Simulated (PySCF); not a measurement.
(Z)-1,2-dichloro-1-fluoroprop-1-ene (C₃H₃Cl₂F), SMILES C/C(Cl)=C(\F)Cl.

Geometry optimised at TPSSh-D3(BJ)/def2-SVP.

Level of theory: PySCF with M06-2X/def2-TZVP.

The molecule is in vacuum.

Computed frontier levels, gap, dipole moment and polarisability:
```json
{
  "highest_occupied_level": "-8.34 eV",
  "lowest_empty_level": "0.68 eV",
  "orbital_gap": "9.02 eV",
  "dipole_moment": "1.42 D",
  "quadrupole, principal values (traceless, Buckingham form, about the centre of nuclear charge)": "-4.80, -1.06, 5.87 D·Å",
  "mean_static_polarisability": "60.9 bohr³ (9.03 Å³)",
  "polarisability_principal_values": "40.5, 63.6, 78.6 bohr³"
}
```
